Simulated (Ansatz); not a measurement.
Stepwise reaction of `[OH][Ga]([Br])[Br]` with hydrogen, as a gas-phase model of exchange steps in deposition or etching. ΔE in kJ/mol; ΔG adds harmonic PBE0-D4 terms to CCSD(T)/CBS, at 1 bar.

Isolated molecules relaxed with PBE0-D4/def2-TZVP in Ansatz; ΔE leaves out vibrations. CCSD(T)/CBS is the MP2 limit (def2-TZVPP, def2-QZVPP) plus CCSD(T) − MP2 in def2-TZVPP, frozen cores. This one scheme is used for every species. Functionals use def2-TZVPP. B3LYP here is the variant with VWN-RPA as its local correlation; programs differ in this. For Br, Ga outer-core shells are correlated without core-valence functions, which leaves a few kJ/mol of doubt a bond. Scalar relativity is left out up to krypton. Each species was taken in one conformer, which may not be the lowest.

```
step                                           reaction  PBE-D4  B3LYP-D4  ωB97M-V  CCSD(T)/CBS  ΔG(600 K)
   1  `[OH][Ga]([Br])[Br]` + H₂ → `[OH][GaH][Br]` + HBr    93.4      95.3     92.7         97.1       87.2
   2          `[OH][GaH][Br]` + H₂ → `[OH][GaH2]` + HBr   117.6     118.4    117.2        120.9      110.9
```

By hand: ΔE of the 2 steps together at CCSD(T)/CBS.

(97.1) + (120.9) = 218.0 kJ/mol, or 109.0 kJ/mol a step.

In ΔE each step is higher than the one before. All are uphill at CCSD(T)/CBS. ΔG lies between 87.2 and 110.9 kJ/mol a step. PBE-D4 differs from CCSD(T)/CBS by -3.7 to -3.3 kJ/mol a step. Isolated molecules leave out the surface, adducts and barriers. Largest T1 diagnostic: 0.015.
